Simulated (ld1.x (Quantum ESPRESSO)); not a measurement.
Building the TM potential for antimony (Wu–Cohen, scalar-relativistic).

* Element: Sb (Z = 51)
* Generator: ld1.x (Quantum ESPRESSO) 7.5
* Type: norm-conserving Troullier–Martins (Kleinman–Bylander form)
* Functional: Wu–Cohen
* Relativity: scalar-relativistic
* Frozen core: [Kr]
* Valence charge: 15
* Reference configuration: 4d10 5s2 5p2 (charge +1)
* Partial waves: 5p (bound): rc 2.30 bohr; 4d (bound): rc 1.05 bohr; 5s (bound): rc 1.95 bohr
* Local potential: the s channel
* Core correction: a·sin(br)/r model core inside 0.75 bohr

Poles of the logarithmic derivatives, all-electron (AE) and pseudo (PS). s: poles at -0.1 (AE) and -0.1 (PS) Ry. p: poles at 1.3 (AE) and 1.2 (PS) Ry. d: poles at -3.0, 3.8 (AE) and -3.0 (PS) Ry. Test radius 2.49 bohr.

* Cutoffs needed: 110 Ry and 180 Ry (the cutoffs (Ry, on a coarse ladder) from which the occupation-weighted sum of valence levels, in a spherical-Bessel basis at the reference potential, stays within 10 and 1 mRy of its value at 400 Ry)
* Ghost test: no extra level below or beside the all-electron valence levels (p, d, s, f tested) (spherical-Bessel basis up to 400 Ry, 20 bohr box)
* Configuration tests: 1 of 7 tests not solved or not reliable
